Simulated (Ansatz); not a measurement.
CH₅BOZn. The species carries charge 0 and has multiplicity 1. The bonds changed during the relaxation, so this is another structure than the one it started from.

Z-matrix (Å, degrees):
```
B
Zn 1 2.610
C 1 1.562 2 71.0
H 1 1.210 2 121.7 3 -103.5
H 1 1.284 2 38.1 3 -179.9
H 1 1.210 2 121.6 3 103.5
O 2 1.989 1 63.5 3 0.0
H 2 1.535 1 154.6 3 -179.9
H 3 1.105 1 122.4 2 180.0
```

**Question.** What are the harmonic wavenumbers in cm⁻¹ at PBE0-D4/def2-TZVP (Ansatz, finite differences of forces, unscaled)? (Best estimate.)

**Answer.** Computed: 130, 186, 227, 309, 430, 442, 577, 639, 771, 983, 1018, 1095, 1103, 1340, 1390, 1614, 1928, 2073, 2491, 2533, 2989.

**Question.** Is this a minimum?

**Answer.** Yes, all 21 modes are real.

**Question.** Give the ideal-gas thermochemistry at 298.15 K and 1 bar (rigid rotor, harmonic oscillator; point group Cs, symmetry number 1).

**Answer.** Zero-point energy 145.2 kJ/mol; H(298) − E = 163.7 kJ/mol; entropy 322.9 J/(mol·K), of which translation 167.4, rotation 106.8, vibration 48.7; G(298) − E = 67.4 kJ/mol.

**Question.** And at 400, 500, 600, 800 and 1000 K?

**Answer.** 
```tsv
T (K)	H − E (kJ/mol)	S (J/mol/K)	G − E (kJ/mol)
400	174.1	352.8	33.0
500	185.9	379.0	-3.6
600	198.9	402.8	-42.7
800	228.1	444.7	-127.6
1000	260.5	480.6	-220.2
```
